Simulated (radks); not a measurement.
Values are calculated unless marked as measured or tabulated.
Ionisation of the europium ion Eu3+, [Xe] 4f6, to Eu4+, [Xe] 4f5, under several functionals. Scalar-relativistic Kohn-Sham, spin-polarised, spherical densities, point nucleus; open shells are filled with parallel spins first (spin-orbit coupling, left out, can overturn this in heavy ions); a radial shooting solver on a logarithmic mesh with Libxc functionals.

functional,E(Eu3+) (hartree),Exc (hartree),IE (eV),-e(HOMO) (eV),<r> HOMO (bohr),IE error (eV)
PBE,-10842.7851,-241.3157,44.455,34.767,0.8664,+1.515
exchange-only LDA,-10829.2782,-227.7201,43.084,33.454,0.8686,+0.144
exchange-only PBE,-10839.3527,-237.8375,43.171,33.541,0.8685,+0.231
B86b exchange with PBE correlation,-10843.7573,-242.2928,44.471,34.782,0.8663,+1.531
RPBE,-10843.2023,-241.7383,44.406,34.719,0.8664,+1.466

NIST Atomic Spectra Database: 42.9 eV (semi-empirical). Closest: exchange-only LDA. The Delta-SCF values span 1.39 eV, the total energies 14.48 hartree. The highest occupied level is 4f. Open shells are spherical and high-spin; term and fine-structure splittings are not resolved. Spin-orbit splitting is averaged out at the scalar-relativistic level. No tabulated value is given for the 4+ ions of Nd, Pm and Eu to Yb, where it belongs to another shell than the one emptied here.
